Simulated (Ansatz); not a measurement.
Mulliken charges of C2H6OSi (`[SiH3]C1CO1`) from r2SCAN/def2-TZVPP in Ansatz (PBE0-D4/def2-TZVP geometry).

```csv
atom,x (Å),y (Å),z (Å),charge (e)
Si1,-0.131,1.411,0.176,0.313
C2,-0.524,-0.416,0.029,0.010
C3,0.516,-1.392,-0.316,0.080
O4,0.085,-1.258,1.019,-0.342
H5,-0.545,2.112,-1.070,-0.074
H6,-0.859,2.007,1.325,-0.067
H7,1.334,1.562,0.375,-0.069
H8,-1.548,-0.708,-0.211,0.046
H9,1.530,-1.053,-0.517,0.052
H10,0.225,-2.317,-0.807,0.050
```

**Question.** By hand: the dipole of these point charges (1 e Å = 4.8032 D).

**Answer.** Σ q r = (-0.009, 0.155, -0.431) e Å, of length 0.458 e Å = 2.20 D.

**Question.** How does the dipole of the full density compare? (Best estimate.)

**Answer.** Computed: (-0.031, -0.006, -0.338) e Å, 1.63 D; the point charges give 1.35 times that, at 21° from its direction.

Point charges leave out the atoms' own dipoles, such as those of lone pairs, and Mulliken's split depends on the basis, so the two needn't agree.
